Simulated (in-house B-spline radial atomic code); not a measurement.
Values are calculated unless marked as measured or tabulated.
## Extrapolating the RPA correlation energy in partial waves: Ru IX (Ru8+)

All-electron RPA on r2SCAN orbitals from an all-electron radial atomic-structure program (B-spline basis), scalar-relativistic (spin-free one-electron X2C), finite nucleus, configuration [Ar] 3d10 4s2 4p6. With empty states up to angular momentum L the sums are:

```
L  E_c(L) (hartree)
4         -2.433191
5         -2.592595
6         -2.669847
7         -2.710520
```

For large l each further wave adds A/(l + 1/2)⁴, because the basis must build the cusp where two electrons meet.

Estimate the limit from L = 6 and L = 7.

Wave 7 adds -0.040673, against a sum of (l + 1/2)⁻⁴ of 3.16049e-04, so A = -128.69. The sum over l > 7 is ζ(4, 8.5) = 6.4602e-04, close to 1/(3 × 8³) = 6.5104e-04. The tail is -0.083138 and the limit -2.79366 hartree.

How good is the estimate?

A run to L = 11 sums to -2.76018 and extrapolates to -2.77880 hartree, 1.29 millihartree from the run before, so it has not settled and is itself too deep. The estimate differs from that by -14.86 millihartree, while the bare sum at L = 7 misses 68.3 millihartree (2.5 %).
